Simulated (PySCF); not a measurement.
# Radial density of I+ (iodine, charge +1)

BLYP, [Kr] 4d10 5s2 5p3 5d1, high-spin 5D determinant (an excited configuration). All numbers are calculated (PySCF 2.14, scalar relativity by spin-free X2C-1e, in x2c-TZVPPall with one added diffuse shell each of s, p, d, f type (9s7p5d3f, 76 functions)).

```csv
r (bohr),4πr²ρ (e/bohr),4πr²(ρα − ρβ)
0.0248,65.81,0.0219
0.0417,60.50,0.0608
0.0701,84.88,0.0695
0.118,74.95,-0.0004
0.198,68.92,0.1455
0.334,54.10,0.0154
0.561,25.05,0.3786
0.944,20.08,-0.0036
1.59,5.129,1.5082
2.67,1.859,1.3622
4.49,0.2692,0.2596
7.56,0.03276,0.0328
12.7,8.396e-05,0.0001
```

Densities and radii are taken from the X2C orbitals without a picture-change correction, which distorts them close to the nucleus.

The outer electron is Rydberg-like, and this basis confines it to a smaller radius and binds it less than a complete one would.

**Question.** Where is the radial spin density 4πr²(ρα − ρβ) most negative, and why is it negative at all?

**Answer.** Around r = 0.944 bohr, down to -0.0036 e/bohr: exchange with the open shell polarises the paired shells in an unrestricted calculation.
